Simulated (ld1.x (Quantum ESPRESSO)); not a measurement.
## indium, ultrasoft: configuration errors across variants

```json
{"Element": "indium", "Generator": "ld1.x (Quantum ESPRESSO) 7.5", "Type": "ultrasoft", "Functional": "PBE", "Relativity": "scalar-relativistic", "Frozen core": "[Kr] 4d10", "Valence charge": "3", "Reference configuration": "5s2 5p1", "Partial waves": "5s (bound): rcut 1.95, rcutus 2.30 bohr; 5s channel at 0.35 Ry: rcut 1.95, rcutus 2.30 bohr; 5p (bound): rcut 2.05, rcutus 2.40 bohr; 5p channel at 1.8 Ry: rcut 2.05, rcutus 2.40 bohr; 5d channel at 0.25 Ry: rcut 2.05, rcutus 2.25 bohr", "Local potential": "all-electron potential smoothed inside 1.85 bohr (lloc = -2)", "Core correction": "a·sin(br)/r model core inside 2.25 bohr", "Augmentation charge": "PSQ, radius 1.85 bohr"}
```

All-electron excitation energies from the reference (eV): (1) 5s2 5p0 5.363; (2) 5s1 5p0 24.598; (3) 5s2 5p0.5 1.940; (4) 5s1 5p2 5.841.

The overlap operator is not positive definite (basis up to 400 Ry) in “base”, “waves 5p (bound): rcut 2.05, rcutus 2.22 bohr; 5p channel at 1.8 Ry: rcut 2.05, rcutus 2.22 bohr”, “waves 5p (bound): rcut 2.05, rcutus 2.50 bohr; 5p channel at 1.8 Ry: rcut 2.05, rcutus 2.50 bohr”, “waves 5p (bound): rcut 2.05, rcutus 2.94 bohr; 5p channel at 1.8 Ry: rcut 2.05, rcutus 2.94 bohr”, “waves 5p (bound): rcut 2.05, rcutus 3.28 bohr; 5p channel at 1.8 Ry: rcut 2.05, rcutus 3.28 bohr”, “waves 5p (bound): rcut 2.05, rcutus 3.62 bohr; 5p channel at 1.8 Ry: rcut 2.05, rcutus 3.62 bohr”. Such files are unfit for use, however small their errors in these radial tests.

2 further variants failed, have other tests or too few solved ones, and are left out.

Errors AE − PS in meV (a dash: test not solved or not reliable):

```tsv
change	(1)	(2)	(3)	(4)	bound ghosts
base	-16	-222	-2.7	-17	not determined (overlap not positive)
waves 5p (bound): rcut 2.05, rcutus 2.22 bohr; 5p channel at 1.8 Ry: rcut 2.05, rcutus 2.22 bohr	-16	-222	-2.7	-16	not determined (overlap not positive)
waves 5p (bound): rcut 2.05, rcutus 2.50 bohr; 5p channel at 1.8 Ry: rcut 2.05, rcutus 2.50 bohr	-16	-222	-2.8	-17	not determined (overlap not positive)
waves 5p (bound): rcut 2.05, rcutus 2.94 bohr; 5p channel at 1.8 Ry: rcut 2.05, rcutus 2.94 bohr	-16	-221	-2.8	-17	not determined (overlap not positive)
waves 5p (bound): rcut 2.05, rcutus 3.28 bohr; 5p channel at 1.8 Ry: rcut 2.05, rcutus 3.28 bohr	-16	-221	-2.8	-18	not determined (overlap not positive)
waves 5p (bound): rcut 2.05, rcutus 3.62 bohr; 5p channel at 1.8 Ry: rcut 2.05, rcutus 3.62 bohr	-16	-221	-6.8	-18	not determined (overlap not positive)
```

(1) Give the same row for: waves 5p (bound): rcut 2.05, rcutus 2.68 bohr; 5p channel at 1.8 Ry: rcut 2.05, rcutus 2.68 bohr.

## Answers

(1) -16, -221, -2.8, -17; bound ghosts: not determined (overlap not positive). Its overlap operator is not positive definite in a basis up to 400 Ry (lowest eigenvalue d -0.03), so the file is unfit for use: the generalised eigenproblem breaks down once the basis is large enough, and its test numbers describe a broken file.
